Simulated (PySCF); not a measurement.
CAuO, SMILES [O+]#[C-]->[Au] (connectivity only; charge and spin as stated), neutral, multiplicity 2. Geometry: PBE-D3(BJ)/def2-TZVP. The spin state was assumed, not searched. The isomer is the one that the SMILES or the coordinates give; other isomers of the formula were not compared. The def2 effective core potentials stand for the cores of Au; spin–orbit coupling is left out.

Method: PBE-D3(BJ)/def2-TZVP (PySCF).

Harmonic wavenumbers (cm⁻¹): 253, 433, 1980. Rotational constants (GHz): 239.1, 3.071, 3.032; symmetry number 1.

### Question
Work out the zero-point energy and the ideal-gas rigid-rotor harmonic-oscillator thermochemistry at 298.15 K and 1 atm.

### Answer
ZPE = ½ Σ hcν = ½ × 2665 cm⁻¹ = 15.94 kJ/mol. H − E(el) = 27.86 kJ/mol. Entropy in J/(mol K): translation 176.29, rotation 94.12, vibration 10.73, spin 5.76, total 286.90. G − E(el) = -57.68 kJ/mol. Cp = 46.52 J/(mol K).
